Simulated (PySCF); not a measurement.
**Gas-phase thermal properties of HgF2**

Method: PySCF energies plus ideal-gas RRHO corrections (1 bar). All species are closed-shell singlets. Hg: scalar-relativistic def2 core potential, no spin-orbit coupling. The harmonic model lacks anharmonicity and excited electronic states, which grow with temperature; levels with a mode under 35 cm⁻¹ are left out.

```tsv
level	point group	σ	ZPE (kJ/mol)	S°298 (J/mol/K)	Cp298 (J/mol/K)	S°1000 (J/mol/K)	H1000 − H298 (kJ/mol)
PBE/def2-SVP	D∞h	2	9.3	265.4	53.4	336.1	41.5
PBE0/def2-TZVP	D∞h	2	9.6	264.7	53.0	335.1	41.4
```
σ: rotational symmetry number. Electronic degeneracy used: 1. Frequencies are unscaled.
